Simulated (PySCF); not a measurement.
HBF (SMILES [BH]F), doublet, at a GFN2-xTB geometry; B3LYP/6-31G** (PySCF).

The PySCF input:
```python
from pyscf import gto, scf, dft

mol = gto.Mole()
mol.atom = '''
    B    -0.621149    0.422611    0.010609
    F     0.523029   -0.210101   -0.001078
    H    -1.601514   -0.222146   -0.043347
'''
mol.basis = '6-31g**'
mol.charge = 0
mol.spin = 1
mol.verbose = 4
mol.build()

mf = dft.UKS(mol)
mf.xc = 'b3lyp'
mf.grids.atom_grid = (99, 590)
mf.grids.prune = None
mf.kernel()
```

What the program printed (banner, timings and long lists left out):

```
PySCF version 2.14.0

[INPUT] verbose = 4
[INPUT] num. atoms = 3
[INPUT] num. electrons = 15
[INPUT] charge = 0
[INPUT] spin (= nelec alpha-beta = 2S) = 1
[INPUT] symmetry False subgroup None
[INPUT] Mole.unit = angstrom
[INPUT] Symbol           X                Y                Z      unit          X                Y                Z       unit  Magmom
[INPUT]  1 B     -0.621149000000   0.422611000000   0.010609000000 AA   -1.173801492547   0.798619047229   0.020048104456 Bohr   0.0
[INPUT]  2 F      0.523029000000  -0.210101000000  -0.001078000000 AA    0.988381565205  -0.397033348497  -0.002037124762 Bohr   0.0
[INPUT]  3 H     -1.601514000000  -0.222146000000  -0.043347000000 AA   -3.026422844657  -0.419795099668  -0.081913958322 Bohr   0.0

nuclear repulsion = 22.7061087497897
number of shells = 15
number of NR pGTOs = 61
number of NR cGTOs = 33
basis = 6-31g**
ecp = {}

******** <class 'pyscf.dft.uks.UKS'> ********
method = UKS
initial guess = minao
damping factor = 0
level_shift factor = 0
DIIS = <class 'pyscf.scf.diis.CDIIS'>
diis_start_cycle = 1
diis_space = 8
diis_damp = 0
SCF conv_tol = 1e-09
SCF conv_tol_grad = None
SCF max_cycles = 50
direct_scf = True
direct_scf_tol = 1e-13
number electrons alpha = 8  beta = 7
XC library pyscf.dft.libxc version 7.1.2
    S. Lehtola, C. Steigemann, M. J. T. Oliveira, and M. A. L. Marques,  SoftwareX 7, 1–5 (2018)
XC functionals = b3lyp
    P. J. Stephens, F. J. Devlin, C. F. Chabalowski, and M. J. Frisch,  J. Phys. Chem. 98, 11623 (1994)
radial grids:
    Treutler-Ahlrichs [JCP 102, 346 (1995); DOI:10.1063/1.469408] (M4) radial grids

becke partition: Becke, JCP 88, 2547 (1988); DOI:10.1063/1.454033
pruning grids: None
grids dens level: 3
symmetrized grids: False
atomic radii adjust function: <function treutler_atomic_radii_adjust>
User specified grid scheme (99, 590)
small_rho_cutoff = 0
Set gradient conv threshold to 3.16228e-05
tot grids = 175232
init E= -125.295244036062

cycle= 1 E= -125.210638306636  delta_E= 0.0846  |g|= 0.33  |ddm|= 1.21
cycle= 2 E= -125.126425529097  delta_E= 0.0842  |g|= 0.608  |ddm|= 0.499
cycle= 3 E= -125.247842261938  delta_E= -0.121  |g|= 0.0175  |ddm|= 0.348
cycle= 4 E= -125.24803255796  delta_E= -0.00019  |g|= 0.00284  |ddm|= 0.027
cycle= 5 E= -125.248041095824  delta_E= -8.54e-06  |g|= 0.00067  |ddm|= 0.00607
cycle= 6 E= -125.248041654001  delta_E= -5.58e-07  |g|= 0.000197  |ddm|= 0.00195
cycle= 7 E= -125.248041691202  delta_E= -3.72e-08  |g|= 5.41e-05  |ddm|= 0.000323
cycle= 8 E= -125.248041694147  delta_E= -2.95e-09  |g|= 1.07e-05  |ddm|= 0.000107
cycle= 9 E= -125.248041694227  delta_E= -7.98e-11  |g|= 1.85e-06  |ddm|= 1.43e-05
Extra cycle  E= -125.24804169423  delta_E= -2.9e-12  |g|= 1.61e-06  |ddm|= 3.44e-06
converged SCF energy = -125.24804169423  <S^2> = 0.75108124  2S+1 = 2.0010809
```
